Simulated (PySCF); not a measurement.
**Bond curve of LiTe**

Set-up: Li def2-SVPD, Te def2-SVPD with ECP28; scalar-relativistic core potentials (PySCF 2.14). Energies in eV from Li + Te in their ground configurations at the same level. All curves are PBE0. state 1: ²Π (doublet), unpaired electrons π ↑; state 2: ²Σ⁺ (doublet), unpaired electrons σ ↑, a second solution, started from another occupation; state 3: ⁴Σ⁻ (quartet), unpaired electrons σ ↑, π ↑↑, a second solution, started from another occupation.

| R (Å) | state 1 | state 2 | state 3 |
| --- | --- | --- | --- |
| 2.141 | -2.157 | -1.569 | 1.0183 |
| 2.241 | -2.411 | -1.726 | 0.6484 |
| 2.341 | -2.552 | -1.798 | 0.3890 |
| 2.415 | -2.602 | -1.813 | 0.2482 |
| 2.490 | -2.616 | -1.801 | 0.1423 |
| 2.565 | -2.602 | -1.770 | 0.0634 |
| 2.664 | -2.550 | -1.706 | -0.0105 |
| 2.789 | -2.448 | -1.601 | -0.0673 |
| 2.938 | -2.290 | -1.453 | -0.1023 |
| 3.137 | -2.050 | -1.240 | -0.1177 |

Put a parabola through the three lowest points of the state 1 curve and estimate Re, k and ωe (reduced mass 6.656 u; 1 eV/Å² = 0.16022 mdyn/Å; ωe = 1302.8·√(k/μ) cm⁻¹).

Through R = 2.415, 2.49, 2.565 Å the second-order coefficient is 2.49 eV/Å², so Re ≈ 2.490 Å, k ≈ 0.798 mdyn/Å and ωe ≈ 451 cm⁻¹. A polynomial fit of higher order to the unrounded PBE0 energies gives Re = 2.487 Å, k = 0.816 mdyn/Å, ωe = 456 cm⁻¹; anharmonicity and rounding make the difference.

The higher-order fit for each curve: state 1: Re = 2.487 Å, ωe = 456 cm⁻¹, De = 2.62 eV; state 2: Re = 2.416 Å, ωe = 433 cm⁻¹, minimum 1.81 eV below the ground-state fragments; state 3: Re = 3.192 Å, ωe = 118 cm⁻¹, minimum 0.118 eV below the ground-state fragments.

Spin–orbit coupling is left out, which matters for elements this heavy, above all for dissociation energies. Counting both spins, an empty level lies below a filled one in some of these solutions, because spin and occupation are held. The state was picked by a PBE0 search and need not be the measured ground state.
